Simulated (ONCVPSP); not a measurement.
N: excitation energies, all-electron against ONCV

nitrogen (N), optimised norm-conserving Vanderbilt (ONCV), made with ONCVPSP 4.0.1 (PBEsol, scalar-relativistic). Core [He], reference 2s1 2p4. Waves: 2s: rc 0.70 bohr, ncon 4, nbas 7, qcut 10.2 1/bohr, 2 projectors, debl 0.9 Ha; 2p: rc 2.50 bohr, ncon 3, nbas 6, qcut 6.7 1/bohr, 2 projectors, debl 3.1 Ha. Local part: polynomial inside 0.60 bohr (lpopt 5, dvloc0 6 Ha). Core correction: Teter function, fcfact 5, rcfact 1.2.

Energies are relative to the spin-unpolarised reference configuration 2s1 2p4; without spin polarisation the order of configurations can differ from experiment.

```tsv
valence configuration	charge	ΔE all-electron (eV)	error AE − PS (meV)
2s2 2p3	0	-11.434	-30
2s2 2p1	+2	30.824	+1456
```

(1) What are ΔE and the potential's error for 2s2 2p2?

(2) What are ΔE and the potential's error for 2s0 2p5?

Levels in the configuration 2s2 2p2:

```tsv
level	all-electron (eV)	pseudo (eV)
2s	-32.305	-31.856
2p	-20.598	-19.972
```

Note: ghosts flagged at negative energy: s at -298.6 eV; no localised positive-energy state flagged. A true bound ghost makes a file unfit for plane-wave use.

## Answers

(1) ΔE = 2.087 eV all-electron; the error (AE − PS) is +294 meV.

(2) ΔE = 11.461 eV all-electron; the error (AE − PS) is -28 meV.
